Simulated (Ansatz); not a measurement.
Total energies of Si₂₁H₂₈, a nanocrystal cut from hexagonal silicon from Ansatz at PBE-D4/def2-SVP, gas phase (1 Eh = 27.2114 eV = 2625.5 kJ/mol). The reference geometry is relaxed at PBE-D4/def2-SVP.

```
atom   x (Å)   y (Å)   z (Å)
 Si1   3.819   2.347  -1.169
 Si2   3.349   0.360   0.029
 Si3   0.878   2.001   3.301
 Si4   0.438   0.022   4.526
 Si5   0.445   3.813  -0.086
 Si6   1.825   3.341  -1.932
 Si7   0.012   1.830   1.124
 Si8   1.032  -0.014   0.087
 Si9  -0.708  -1.521   3.167
Si10   0.622  -2.007   1.291
Si11   0.686   1.814  -3.313
Si12   0.256  -0.182  -2.123
Si13   1.366  -1.988  -3.138
Si14  -0.460  -3.553  -0.111
Si15   0.930  -3.995  -1.958
Si16  -2.299   1.418   1.207
Si17  -2.727  -0.578   2.408
Si18  -3.078   1.252  -1.008
Si19  -2.053  -0.598  -2.044
Si20  -3.834  -2.139   1.036
Si21  -2.481  -2.590  -0.838
 H22   4.553   3.318  -0.278
 H23   4.705   2.033  -2.349
 H24   3.871   0.468   1.440
 H25   4.026  -0.816  -0.630
 H26   2.366   2.237   3.222
 H27   0.256   3.187   3.997
 H28   1.737  -0.587   4.995
 H29  -0.392   0.351   5.742
 H30   1.120   4.810   0.824
 H31  -0.854   4.418  -0.557
 H32   2.135   4.608  -2.694
 H33  -1.004  -2.794   3.926
 H34   1.952  -2.570   1.741
 H35   1.518   1.495  -4.531
 H36  -0.615   2.418  -3.784
 H37   2.849  -1.710  -3.151
 H38   0.906  -2.120  -4.569
 H39  -0.756  -4.819   0.658
 H40   2.228  -4.597  -1.480
 H41   0.263  -4.989  -2.877
 H42  -2.987   2.567   1.906
 H43  -3.590  -0.240   3.601
 H44  -2.715   2.509  -1.761
 H45  -4.579   1.103  -1.029
 H46  -2.582  -0.753  -3.451
 H47  -4.079  -3.413   1.807
 H48  -5.165  -1.584   0.590
 H49  -3.185  -3.561  -1.758
```

```csv
state,geometry,energy (Eh)
charge 0 singlet,reference,-6091.50634
charge 1 doublet,reference,-6091.22684
charge 1 doublet,relaxed at PBE-D4/def2-SVP,-6091.23350
charge -1 doublet,reference,-6091.53998
free Si atom (triplet),–,-289.12416
free H atom (doublet),–,-0.49863
```

Single mean-field runs in def2-SVP are fitted with def2-universal-jkfit.

Problem. Work out the vertical ionisation energy to the doublet.

Solution. E(charge 1 doublet) − E(charge 0 singlet) = -6091.22684 − (-6091.50634) = 0.27950 Eh = 7.61 eV. For comparison, −ε of the highest occupied level is 6.05 eV at this level, 1.56 eV less.

Problem. Work out the vertical electron affinity, to the doublet.

Solution. E(charge 0 singlet) − E(charge -1 doublet) = -6091.50634 − (-6091.53998) = 0.03364 Eh = 0.92 eV. The basis lacks diffuse functions, which makes affinities too small.

Problem. Give the fundamental gap IE − EA, the Mulliken electronegativity (IE + EA)/2 and the hardness (IE − EA)/2.

Solution. From the values in Eh: IE − EA = 0.27950 − 0.03364 = 0.24586 Eh = 6.69 eV; (IE + EA)/2 = 4.26 eV; (IE − EA)/2 = 3.35 eV. The HOMO–LUMO gap of the same run is 3.82 eV, 2.87 eV smaller than the fundamental gap.

Problem. How much does the charge 1 doublet relax, and what is the adiabatic ionisation energy?

Solution. Relaxation: -6091.22684 − (-6091.23350) = 0.00666 Eh = 0.18 eV. Adiabatic ionisation energy: 0.27284 Eh = 7.42 eV, without zero-point energy. 

Problem. What is the binding energy per atom against free atoms?

Solution. Atoms: 21 × (-289.12416) + 28 × (-0.49863) = -6085.56900 Eh. Binding: -6085.56900 − (-6091.50634) = 5.93734 Eh = 161.56 eV, or 3.30 eV for each of 49 atoms (no zero-point energy, no counterpoise term).

At PBE-D4/def2-SVP the gap within one spin of the charge 1 doublet nearly closes, so an electron or hole may be smeared out by delocalisation error. At PBE-D4/def2-SVP the highest occupied level of the charge -1 doublet lies above zero (up to 0.57 eV). By energy differences its removal costs 0.92 eV (vertical, to the charge 0 singlet, at PBE-D4/def2-SVP); self-interaction error and the lack of diffuse functions both raise the level.
